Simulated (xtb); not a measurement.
BaCl$_{2}$ (SMILES [Cl][Ba][Cl]), singlet, geometry from GFN2-xTB (such geometries of metal compounds can be far from the true shape). Base run: GFN0-xTB (xtb).

The xtb input:
```
$ xtb mol.xyz --gfn 0 --json

# file mol.xyz
3

Ba     0.29970232     0.35674088     0.39460706
Cl     0.97266002    -0.25073526    -2.06809506
Cl    -1.95991471    -0.92441117     0.76821298
```

The base run was repeated with changes; each row names its change, and settings that it needs were set with it.

| change | ΔE vs base (kcal/mol) | HOMO-LUMO gap (eV) |
|---|---|---|
| base | 0.000 | 7.90 |
| acc = 1000 | 0.000 | 7.90 |
| etemp = 5000 | -0.010 | 7.90 |
| etemp = 10 | 0.000 | 7.90 |
